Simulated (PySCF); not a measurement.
## CeSI: from structure and modes to constants

Computed with UPBE0 in PySCF with Ce def2-SVP with ECP28, S def2-SVP, I def2-SVP with ECP28; scalar-relativistic core potentials, no spin–orbit coupling; density-fitted integrals.

The doublet minimum has Cs symmetry. Masses (u): Ce 139.90544, S 31.97207, I 126.90447.

```xyz
3
charge 0 multiplicity 2, angstrom
Ce   -0.8428    0.0000   -0.8154
S    -2.8176    0.0000    0.4116
I     1.6450    0.0000    0.7993
```

Harmonic wavenumbers (cm⁻¹): 59.6 (a', ×1), 174.5 (a', ×1), 481.9 (a', ×1).

Find the principal moments of inertia and the rotational constants. What kind of rotor is it?

About the centre of mass I = 94.701, 781.4, 876.1 u Å². With B = 16.8576/I this gives 0.178, 0.02157, 0.01924 cm⁻¹. The molecule is an asymmetric top with κ = -0.97.

What is the harmonic zero-point energy?

Half the sum of all 3 wavenumbers, 716/2 = 358 cm⁻¹, which is 4.3 kJ/mol (1 cm⁻¹ = 0.0119627 kJ/mol).

Find the vibrational entropy and heat capacity at 298.15 K.

With u = 1.43878 ω/T, each mode gives S = R[u/(eᵘ−1) − ln(1−e⁻ᵘ)] and C = R u² eᵘ/(eᵘ−1)².
```
ω (cm⁻¹)      u  S (J/(mol K))  C (J/(mol K))
    59.6  0.288          18.70           8.26
   174.5  0.842           9.99           7.84
   481.9  2.325           2.95           5.40
```
The sums over all modes are S = 31.6 and C = 21.5 J/(mol K); the softest mode gives 59 % of the entropy.

Give the standard entropy (298.15 K, 1 bar) by its translational, rotational, vibrational and spin parts, and Cp.

Sackur–Tetrode with M = 298.78 u gives 179.9; rotation with symmetry number 1 gives 123.3; vibration 31.6; spin R ln 2 = 5.8. The total is 340.6 J/(mol K), and Cp = 4 R + 21.5 = 54.8 J/(mol K).

This need not be the most stable arrangement of these atoms. Other spin states or occupations of the open shell can lie lower. The pruned grid is coarse for the open f shell: energies are uncertain by about 2 kJ/mol and soft modes are noisy. With an element this heavy the missing spin–orbit coupling can shift these numbers.
